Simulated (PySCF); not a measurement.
**Magnetisability: SMILES C#CC[C@@H]1C/C(=C\F)C1=C, C$_{9}$H$_{9}$F**

Cartesian coordinates in Å; atom numbers follow the order of the lines, from 1:
```xyz
19

C     3.1978    1.5261   -0.3091
C     2.4600    0.5881   -0.3947
C     1.5607   -0.5448   -0.4695
C     0.5094   -0.4925    0.6407
C    -0.5806   -1.5895    0.5681
C    -1.6039   -0.4994    0.3707
C    -2.9154   -0.4811    0.1989
F    -3.6478   -1.6122    0.1763
C    -0.5817    0.5406    0.4426
C    -0.5825    1.8607    0.3550
H     3.8451    2.3487   -0.2437
H     2.1425   -1.4674   -0.3771
H     1.0637   -0.5436   -1.4444
H     1.0046   -0.4217    1.6116
H    -0.7148   -2.1709    1.4787
H    -0.4869   -2.2726   -0.2753
H    -3.5217    0.4017    0.0630
H     0.3325    2.4222    0.4352
H    -1.4906    2.4169    0.1959
```

Method: GIAO BHandHLYP/pcSseg-1 magnetisability, rotational g tensor and spin-rotation constants, non-relativistic, gas phase (PySCF 2.14.0). Geometry: GFN2-xTB.

Task: What are the magnetisability and the molar susceptibility?

Result: Isotropic -1389 × 10⁻³⁰ J/T², or -83.6 × 10⁻⁶ cm³/mol; principal values -1452, -1408, -1307 × 10⁻³⁰ J/T², anisotropy 129 × 10⁻³⁰ J/T² (root of half the summed squared differences of the principal values). The susceptibility is in cgs units.

Task: Split it along the inertial axes a, b, c into diamagnetic and paramagnetic parts about the centre of mass, with the quadrupole moment.

Result: 
| axis | χ (10⁻⁶ cm³/mol) | diamagnetic (10⁻⁶ cm³/mol) | paramagnetic (10⁻⁶ cm³/mol) | summed x² of all electrons (Å²) | quadrupole Θ (D Å) |
| --- | --- | --- | --- | --- | --- |
| a | -85.8 | -484.1 | 398.3 | 388.0 | -6.23 |
| b | -81.2 | -1755.1 | 1673.9 | 88.4 | +8.02 |
| c | -84.0 | -2021.4 | 1937.5 | 25.7 | -1.79 |

Anisotropies 2χaa − χbb − χcc = -6.4 and 2χbb − χaa − χcc = +7.3 × 10⁻⁶ cm³/mol. Θ is traceless in Buckingham's convention.

Task: And the rotational g tensor?

Result: 
| axis | rotational constant (GHz) | g | nuclear part | electronic part |
| --- | --- | --- | --- | --- |
| a | 3.4742 | -0.0254 | 0.6247 | -0.6501 |
| b | 0.6827 | -0.0092 | 0.5277 | -0.5369 |
| c | 0.5967 | -0.0056 | 0.5375 | -0.5431 |

Asymmetric top; isotopes 12C, 19F, 1H; no vibrational averaging.
